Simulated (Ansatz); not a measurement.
Cartesian coordinates (Å):
```xyz
15

C     -0.3675     1.2608     0.5584
C     -0.1068    -0.2310     0.3535
C     -1.3281    -0.9275    -0.2458
C      1.1143    -0.4733    -0.5333
O      2.3304     0.0317     0.0061
H     -0.5518     1.7585    -0.3988
H     -1.2435     1.4226     1.1890
H      0.4745     1.7568     1.0459
H      0.1108    -0.6802     1.3284
H     -2.2035    -0.8029     0.3938
H     -1.1550    -1.9985    -0.3715
H     -1.5736    -0.5111    -1.2268
H      0.9295    -0.0536    -1.5324
H      1.2745    -1.5459    -0.6540
H      2.2957     0.9934     0.0003
```
Charge 0, spin multiplicity 1.

Method: frozen-core CCSD(T)/cc-pVTZ // B3LYP-D3(BJ)/def2-TZVP (Ansatz, an electronic-structure program).

- HF energy = -232.23754 Ha
- MP2 correlation energy = -0.95354 Ha

### Question
Estimate the CCSD correlation energy, the (T) correction, the total energy and the T1 diagnostic.

### Answer

```json
{
  "CCSD correlation energy": "-1.00174 Ha",
  "(T) correction": "-0.03800 Ha",
  "CCSD(T) total energy": "-233.27727 Ha",
  "T1 diagnostic": "0.009"
}
```
